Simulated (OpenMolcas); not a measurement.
An OpenMolcas run meant for B III (ANO-RCC-VDZ, DKH4; inactive shells 1s; intended active space 1 electron in 4 orbitals (2s 2p)). One step of its input:

```
&RASSCF
FileOrb=start.orb
Symmetry=1
Spin=2
nActEl=2 0 0
Inactive=1 0
Ras2=1 3
CIRoot=1 1 1
SDav=1
CIMx=300
Iter=58 100
PrWF=0.3
OrbListing=Nothing
MaxOrb=0
Atom
CIOnly
>>> COPY $Project.JobIph JOB001
```

Lines from the output:

```
--- SEWARD ---
Basis set label: B.ANO-RCC...3S2P.

      Electronic valence basis set:
      ------------------
      Associated Effective Charge   5.000000 au
      Associated Actual Charge      5.000000 au
      Nuclear Model: Point charge

      Shell  nPrim  nBasis  Cartesian Spherical Contaminant
         s      14       3        X
         p       9       2        X
Relativistic=R04O02
                  Relativistic Douglas-Kroll-Hess integrals:
                    - DKH order of Hamiltonian: 4
                    - DKH order of Properties : 2
--- RASSCF ---

 Nr of active orbitals     NAC=   4
 Spin degeneracy         ISPIN=   2
 There can be no such wave function.
 ************************************************
--- Stop Module: rasscf at  /rc=_RC_INPUT_ERROR_ ---
.####################.
.# User input error #.
.####################.
```

Task: What is wrong with the input?

Result: nActEl holds one electron too many for this ion, which clashes with the multiplicity.
